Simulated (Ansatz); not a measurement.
(1) Predict a relaxed structure of cis-NiH2(PH3)2 (NiP2H8), charge 0, singlet, at PBE0-D4/def2-SVP (Ansatz).

## Answers

(1) 
```xyz
11

Ni    0.595    0.375   -0.428
P    -0.477    1.297    1.154
P    -0.032   -1.620   -0.786
H     1.573    0.255   -1.508
H     1.368    1.603   -0.611
H    -1.513    0.710    1.945
H    -1.179    2.501    0.867
H     0.269    1.809    2.253
H     0.947   -2.649   -0.708
H    -0.498   -1.945   -2.091
H    -1.052   -2.337   -0.086
```
Point group C2v (tolerance 0.1 Å). The metal has 4 neighbours: P 2.12 Å, P 2.12 Å, H 1.46 Å, H 1.46 Å. This is one stationary point.

The restricted singlet is unstable towards broken spin symmetry in Hartree–Fock (as tested in another run); at PBE0-D4/def2-SVP this wasn't settled.
